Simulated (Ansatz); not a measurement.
FSr (SMILES [F][Sr]), doublet, geometry from GFN2-xTB (such geometries of metal compounds can be far from the true shape) (the spin is typed, not shown lowest) (core potentials on Sr); HF/def2-SVP in Ansatz (a quantum-chemistry and plane-wave program).

Input for Ansatz:
Ansatz 0.2 input:
```yaml
crystal:
  periodic: [false, false, false]
  atoms:
    - {symbol: Sr, position_ang: [-0.00000000, -0.00000000, -0.37145718]}
    - {symbol: F, position_ang: [0.00000000, 0.00000000, 1.56837475]}
basis:
  gaussian:
    orbitals: def2-SVP
hamiltonian:
  xc: hf
magnetization: {spin_polarized: true, initial_magnetization: 1}
scf: {lower_state_search: light}
```

It wrote (shortened):

```
Functional definition: HF
357 factors; integrals over basis functions are off by at most 5.8e-4 eV
mean field evaluation 1: about -3528.0879 eV, gradient 2.5e1 eV
mean field evaluation 2: about -3528.1720 eV, gradient 2.6e1 eV
mean field evaluation 4: about -3530.7796 eV, gradient 1.3e0 eV
mean field evaluation 8: about -3530.8388 eV, gradient 2.6e-1 eV
mean field -3530.84127528 eV, -129.7560235763 hartree, gradient 1.7e-5 eV, S^2 0.750443; 0 other end points of the search recorded, 0 dependent functions left out
reference -3530.84127528 eV, -129.7560235763 hartree; 10, 9 occupied and 27, 28 virtual orbitals, 357 factors
Total energy: -3530.84127528 eV, -129.7560235763 hartree
```
